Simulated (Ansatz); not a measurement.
Born–Oppenheimer molecular dynamics of C3H10BN (15 atoms, charge 0, multiplicity 1). It starts from a relaxed structure.

Theory: Ansatz 0.2.0, UKS B3LYP-D4/STO-3G.

| Quantity | Value |
| --- | --- |
| ensemble | NVE (Milne-controlled integrator) |
| time step | 0.5 fs |
| steps asked | 400 |
| starting velocities drawn for | 3000 K |
| seed | 642722 |

Frames 10 fs apart, positions in Å, forces in eV/Å.

Velocities at 10.0 fs (Å/ps):

```
C 12.71 10.21 -10.88
C -2.56 -4.68 -2.65
B 8.83 -1.57 11.46
C -18.35 17.04 1.50
N -8.37 -14.14 -1.89
H -12.10 -98.45 -62.12
H 14.27 76.17 45.89
H -17.53 -20.45 38.12
H 4.28 45.94 -9.29
H -21.07 -52.40 81.83
H 45.91 -32.16 -22.03
H 1.60 25.12 -17.80
H -20.58 -1.82 -14.19
H 42.19 18.83 -22.44
H 82.39 -16.46 28.72
```

```xyz
15
Properties=species:S:1:pos:R:3:forces:R:3 time_fs=10.0 energy_less_start_eV=1.363 T=2188
C -2.111 -0.333 -0.510 2.90 -1.07 -3.05
C -0.688 -1.163 -0.414 -1.82 1.35 -1.10
B 0.318 -0.419 0.489 -0.56 -0.77 0.81
C 1.125 0.728 -0.085 0.93 1.21 1.66
N 1.848 1.481 1.027 1.26 3.15 -3.33
H -2.052 0.514 -1.240 -0.17 -1.18 -0.24
H -2.155 0.181 0.364 -0.87 1.79 4.08
H -2.989 -0.971 -0.622 -0.14 -0.18 -0.37
H -0.120 -1.075 -1.360 -0.89 -0.64 -0.60
H -0.909 -2.205 -0.199 0.08 -0.47 0.20
H 0.816 -0.858 1.448 -0.31 -0.29 0.43
H 1.677 -0.072 -0.633 1.53 0.04 -0.49
H 0.812 1.447 -0.847 -0.55 0.04 -0.17
H 2.157 0.861 1.752 0.51 -2.26 1.77
H 2.814 1.880 0.649 -1.89 -0.72 0.37
15
Properties=species:S:1:pos:R:3:forces:R:3 time_fs=20.0 energy_less_start_eV=1.595 T=2051
C -1.986 -0.275 -0.554 -1.26 -4.68 -1.46
C -0.742 -1.176 -0.396 2.03 1.33 1.23
B 0.381 -0.487 0.557 -0.63 -0.11 -3.97
C 1.017 0.851 -0.063 -0.44 -1.24 1.10
N 1.863 1.427 1.026 0.96 4.73 -1.97
H -2.145 -0.182 -1.613 -0.26 0.88 -0.91
H -2.088 0.619 -0.066 0.41 3.27 1.78
H -2.812 -0.913 -0.235 -0.70 0.15 0.31
H -0.381 -1.325 -1.428 0.70 0.05 0.32
H -0.928 -2.159 -0.007 -1.00 -0.99 0.27
H 0.998 -1.111 1.332 -0.24 0.14 0.61
H 1.747 0.395 -0.725 0.26 -0.83 -1.43
H 0.409 1.531 -0.692 -0.02 0.12 0.59
H 1.981 0.577 1.551 2.02 -1.55 1.72
H 2.811 1.760 0.516 -1.83 -1.25 1.82
15
Properties=species:S:1:pos:R:3:forces:R:3 time_fs=30.0 energy_less_start_eV=1.498 T=2108
C -1.980 -0.269 -0.630 0.00 -4.31 -0.09
C -0.728 -1.200 -0.318 -2.85 0.26 -0.96
B 0.425 -0.580 0.404 0.57 1.76 1.63
C 0.951 0.864 -0.026 0.30 -1.05 1.68
N 1.893 1.463 1.075 4.09 0.90 -2.84
H -2.346 -0.459 -1.631 -0.77 -0.64 -0.38
H -1.661 0.672 -0.671 1.35 5.53 0.25
H -2.743 -0.415 0.156 0.12 0.16 -0.49
H -0.264 -1.591 -1.218 -0.17 -0.44 -1.09
H -1.266 -1.976 0.174 0.48 -1.94 0.85
H 0.815 -1.090 1.383 0.58 -0.12 -0.03
H 1.343 0.827 -1.053 0.49 0.24 -0.16
H 0.101 1.566 -0.049 -0.24 0.02 -0.16
H 2.390 0.668 1.554 -1.26 -1.66 1.16
H 2.896 1.556 0.494 -2.69 1.28 0.64
15
Properties=species:S:1:pos:R:3:forces:R:3 time_fs=40.0 energy_less_start_eV=1.569 T=2066
C -1.951 -0.234 -0.743 -0.89 -3.90 3.00
C -0.843 -1.309 -0.282 1.94 3.55 -0.14
B 0.482 -0.585 0.330 -0.80 -1.00 0.56
C 0.908 0.864 0.074 1.00 1.75 3.08
N 2.000 1.480 1.068 -2.39 2.46 -4.42
H -2.687 -0.752 -1.354 -0.50 -0.02 -0.32
H -1.530 0.534 -1.275 1.79 2.44 -2.15
H -2.466 0.241 0.107 -0.01 -0.32 0.16
H -0.481 -1.793 -1.162 0.32 -0.74 -1.59
H -1.016 -2.106 0.400 -1.80 -0.89 1.01
H 0.989 -1.082 1.288 -0.05 -0.12 -0.49
H 0.967 1.338 -0.891 0.23 0.11 -1.12
H -0.044 1.292 0.511 -0.06 0.06 -0.20
H 2.235 0.738 1.729 1.93 -0.91 0.27
H 2.723 2.035 0.412 -0.72 -2.46 2.35
15
Properties=species:S:1:pos:R:3:forces:R:3 time_fs=50.0 energy_less_start_eV=1.903 T=1867
C -1.904 -0.256 -0.827 -1.60 -1.61 5.09
C -0.878 -1.348 -0.284 -0.68 4.24 1.78
B 0.497 -0.631 0.296 0.82 -0.26 -0.66
C 0.897 0.971 0.277 -3.59 -3.73 -1.17
N 1.989 1.502 0.993 7.25 1.68 2.84
H -2.919 -0.705 -0.942 0.43 0.30 0.46
H -1.610 -0.050 -1.759 1.61 2.02 -4.81
H -1.944 0.635 -0.147 -0.15 -0.58 -0.87
H -0.824 -1.981 -1.108 1.27 -2.08 -1.99
H -1.444 -1.890 0.467 0.32 -0.53 0.92
H 1.239 -1.286 0.965 -0.46 0.12 -0.13
H 0.708 1.536 -0.624 -0.29 0.34 -0.94
H -0.048 1.122 0.909 0.26 0.77 0.01
H 2.603 0.775 1.499 -1.85 -0.35 0.19
H 2.915 1.920 0.508 -3.34 -0.33 -0.71
15
Properties=species:S:1:pos:R:3:forces:R:3 time_fs=60.0 energy_less_start_eV=1.404 T=2164
C -1.859 -0.292 -0.926 -1.47 0.94 2.91
C -0.901 -1.280 -0.265 2.60 2.76 1.10
B 0.528 -0.680 0.216 -0.96 0.87 0.94
C 0.701 0.939 0.432 1.34 -0.18 2.54
N 2.128 1.560 1.022 -1.85 -2.50 -2.63
H -2.894 -0.454 -0.490 1.10 0.58 -0.62
H -1.931 -0.385 -1.951 -0.18 -0.77 -3.37
H -1.531 0.763 -0.777 -0.46 -0.58 0.39
H -0.618 -2.153 -0.757 -0.13 -2.25 -2.09
H -1.330 -1.627 0.648 -0.68 -0.52 1.53
H 1.317 -1.509 0.587 -0.12 0.80 -0.33
H 0.427 1.501 -0.455 0.01 0.38 -0.81
H 0.026 1.355 1.222 -0.52 -0.96 -0.36
H 2.571 0.569 1.349 0.00 2.08 -1.29
H 2.446 1.739 -0.037 1.33 -0.65 2.09
15
Properties=species:S:1:pos:R:3:forces:R:3 time_fs=70.0 energy_less_start_eV=1.965 T=1830
C -1.858 -0.294 -1.071 1.35 3.01 6.08
C -0.811 -1.231 -0.187 -2.36 3.07 -2.76
B 0.511 -0.643 0.190 2.91 1.01 -0.40
C 0.580 0.885 0.655 2.99 -0.19 -0.48
N 2.153 1.540 0.936 -0.25 -3.17 -0.25
H -2.719 0.048 -0.360 1.57 -0.56 -1.44
H -2.293 -0.836 -1.836 -0.92 -1.60 -2.64
H -1.313 0.657 -1.388 -0.94 -1.44 -0.11
H -0.882 -2.144 -0.668 0.62 -2.91 -1.00
H -1.070 -1.366 0.830 -2.04 -0.50 2.19
H 1.486 -1.317 0.097 -0.15 0.28 0.36
H 0.322 1.417 -0.258 -0.58 0.69 -0.57
H -0.242 1.102 1.395 1.30 0.39 0.01
H 2.762 0.598 1.201 -1.73 1.94 -0.04
H 2.640 1.613 -0.077 -1.74 -0.02 1.06
15
Properties=species:S:1:pos:R:3:forces:R:3 time_fs=80.0 energy_less_start_eV=1.627 T=2031
C -1.810 -0.310 -1.110 -0.14 1.47 0.24
C -0.864 -1.182 -0.166 3.25 3.07 -2.27
B 0.620 -0.537 0.149 -2.20 -1.00 -0.06
C 0.680 0.876 0.798 -1.97 -0.79 1.55
N 2.014 1.418 0.849 3.58 0.95 2.49
H -2.490 0.444 -0.478 2.16 -1.55 -1.79
H -2.461 -1.065 -1.480 -1.64 -0.88 -0.65
H -1.374 0.126 -2.064 -0.08 0.10 1.54
H -0.789 -2.180 -0.495 0.06 -1.86 -1.19
H -1.504 -1.190 0.623 -1.72 -0.34 4.17
H 1.662 -0.996 -0.190 -0.52 -0.29 -0.07
H 0.065 1.474 0.118 -0.15 0.74 -0.46
H 0.156 1.055 1.804 0.52 -0.79 -1.08
H 2.745 0.735 1.397 -2.10 1.75 -2.37
H 2.295 1.645 -0.130 0.94 -0.58 -0.07
15
Properties=species:S:1:pos:R:3:forces:R:3 time_fs=90.0 energy_less_start_eV=1.465 T=2128
C -1.774 -0.417 -1.200 2.15 6.20 0.39
C -0.887 -1.101 -0.124 3.33 0.63 -3.82
B 0.581 -0.481 0.094 -2.40 0.21 -0.44
C 0.656 0.829 0.944 0.74 -0.71 1.20
N 2.004 1.466 0.792 4.20 -1.50 2.23
H -1.863 0.784 -0.875 0.36 -3.58 -1.22
H -2.782 -0.732 -1.111 -1.60 -1.16 -0.59
H -1.313 -0.402 -2.258 -1.07 -0.52 1.70
H -0.706 -2.069 -0.499 -0.02 -2.29 -0.48
H -1.387 -1.191 0.750 -2.33 -0.09 3.86
H 1.523 -0.920 -0.461 0.02 -0.07 0.22
H -0.061 1.617 0.665 -0.66 -0.28 0.10
H 0.582 0.601 2.058 -0.55 0.30 -1.12
H 2.712 0.639 1.267 -2.08 2.80 -1.47
H 2.278 1.314 -0.217 -0.07 0.06 -0.57
15
Properties=species:S:1:pos:R:3:forces:R:3 time_fs=100.0 energy_less_start_eV=2.674 T=1408
C -1.738 -0.416 -1.270 3.21 1.26 -1.05
C -0.873 -1.140 -0.098 -1.53 1.04 -3.99
B 0.409 -0.403 0.013 2.55 0.96 0.80
C 0.604 0.754 1.107 2.57 -0.66 -0.51
N 2.147 1.581 0.738 -1.96 -4.27 3.72
H -1.275 0.747 -1.490 -1.86 -4.13 0.35
H -2.818 -0.393 -1.130 -0.49 0.33 0.67
H -1.565 -1.174 -2.115 -0.12 1.99 0.41
H -0.847 -2.163 -0.352 0.46 -1.85 -0.50
H -1.256 -1.063 0.824 -3.16 0.37 4.43
H 1.330 -0.846 -0.545 0.56 0.34 -0.34
H -0.278 1.387 1.280 0.20 0.86 -0.50
H 0.608 0.141 2.088 0.90 0.96 -1.06
H 2.799 0.702 1.223 -1.67 2.83 -1.52
H 2.172 1.205 -0.253 0.33 -0.04 -0.90
15
Properties=species:S:1:pos:R:3:forces:R:3 time_fs=110.0 energy_less_start_eV=2.100 T=1750
C -1.661 -0.481 -1.329 -0.41 0.67 -4.41
C -1.025 -1.198 -0.071 5.45 4.01 -3.80
B 0.385 -0.289 -0.007 -1.61 -1.58 1.63
C 0.748 0.712 1.172 3.42 -0.18 -0.71
N 2.064 1.572 0.760 1.33 -0.70 2.09
H -1.093 0.295 -2.151 -0.86 -2.42 3.47
H -2.492 0.109 -0.885 0.05 -0.10 -0.83
H -2.064 -1.256 -2.085 0.16 1.09 1.43
H -0.811 -2.221 -0.158 0.18 -2.18 -0.68
H -1.736 -1.001 0.614 -2.57 0.49 4.04
H 1.279 -0.464 -0.758 -0.51 -0.31 -0.34
H -0.023 1.417 1.524 -0.05 -0.07 0.21
H 1.173 0.083 2.025 -1.24 0.51 -0.58
H 3.019 1.046 1.190 -3.24 1.06 -1.20
H 2.210 1.406 -0.274 -0.08 -0.28 -0.33
15
Properties=species:S:1:pos:R:3:forces:R:3 time_fs=120.0 energy_less_start_eV=2.273 T=1647
C -1.683 -0.577 -1.442 2.98 1.93 -0.03
C -1.063 -1.103 -0.069 1.36 1.75 -2.21
B 0.297 -0.278 0.079 0.01 0.45 -0.54
C 1.012 0.668 1.170 -6.03 -5.00 2.92
N 1.949 1.592 0.791 7.68 3.18 -0.54
H -0.596 -0.457 -2.013 -4.37 -0.94 0.02
H -1.987 0.498 -1.294 -0.21 -0.88 -0.23
H -2.568 -1.161 -1.858 1.59 0.39 0.18
H -0.890 -2.118 -0.290 1.11 -2.27 -0.30
H -1.707 -1.137 0.728 -2.51 0.48 2.84
H 0.753 -0.212 -1.009 0.85 -0.01 0.32
H 0.220 1.242 1.716 -0.70 -0.27 -0.32
H 1.309 -0.002 2.047 0.36 0.46 -1.09
H 2.915 1.255 1.265 -2.02 1.26 -1.76
H 2.126 1.645 -0.262 -0.11 -0.53 0.73
```

Of the whole run (200 fs, mean temperature of the second half 1758 K): The conserved energy stayed within 0.31 meV per atom of its start (net change -0.055 meV per atom), so the integration is sound. A run of 0.2 ps of so small a system gives no equilibrium averages. Limits of this set-up: minimal basis.

The run took 18 min on 1 CPU thread of a shared host.
